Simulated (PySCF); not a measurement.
# Electron correlation in La²⁺ (lanthanum, charge +2)

[Xe] 6p1, 2P determinant (an excited configuration). Calculation: PySCF 2.14, in x2c-TZVPPall (11s7p7d3f1g, 97 functions); the spin-free X2C one-electron Hamiltonian (Gaussian nucleus). Frozen: [Kr] 4d10; 9 electrons correlated.

| level | correlation energy (mhartree) |
| --- | --- |
| CCSD | -168.90 |
| (T) | -4.50 |
| CCSD(T) | -173.40 |

Diagnostics: T1 = 0.0084, D1 = 0.0345, largest double amplitude 0.030.

Task: Is a single reference adequate?

Result: Yes, within this model without spin-orbit coupling: T1 lies below 0.03 and no double amplitude reaches 0.07.
